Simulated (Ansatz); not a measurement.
Ansatz (a first-principles code) input (PBE/def2-SVP):

Ansatz 0.2 input:
```yaml
crystal:
  periodic: [false, false, false]
  atoms:
    - {symbol: Rb, position_ang: [0.00000000, 0.00000000, 0.00000000]}
basis:
  gaussian:
    orbitals: def2-SVP
hamiltonian:
  xc: {name: PBE}
magnetization: {spin_polarized: true, initial_magnetization: 1}
scf: {lower_state_search: full}
```

Predict the final energy.

-24.08184 Eh.
